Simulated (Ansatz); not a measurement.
Diatomic HfF, multiplicity 2 (lowest of 2S+1 = 2, 4, 6 at CCSD(T)/def2-TZVPP on PBE0 minima; our sources give no spin for the ground state, which may be another). No spin–orbit coupling. The T1 diagnostic near the minimum is 0.052, so single-reference values are doubtful.

The constants come from a fifth-degree fit in 1/R (seven points, main isotopes). In def2 and cc sets the state is the lowest found near the PBE0 minimum, followed along R.

Codes used: Ansatz (Gaussian basis) for Hartree–Fock, density functionals and correlated methods. Each number belongs to the level named beside it. In def2 rows elements past Kr take small-core potentials, without spin–orbit coupling.

Energies at B3LYP/def2-TZVPP:

| R (Å) | E (hartree) |
|---|---|
| 1.726830 | -147.88646689 |
| 1.773251 | -147.89425235 |
| 1.815957 | -147.89823521 |
| 1.864234 | -147.89981054 |
| 1.912511 | -147.89893285 |
| 1.968215 | -147.89558926 |
| 2.033203 | -147.88937952 |

Question: With a reduced mass of 17.1841 u, find the minimum, the force constant and the constants.

Answer: A fifth-degree polynomial in 1/R puts the minimum at r_e = 1.8692 Å with force constant 445 N/m. Then ω_e = (1/2πc)√(k/μ) = 663 cm⁻¹ and B_e = h/(8π²cμr_e²) = 0.2808 cm⁻¹; the cubic and quartic terms give α_e = 0.0016 and ω_e x_e = 2.7 cm⁻¹.

Ansatz is a quantum-chemistry and plane-wave program.
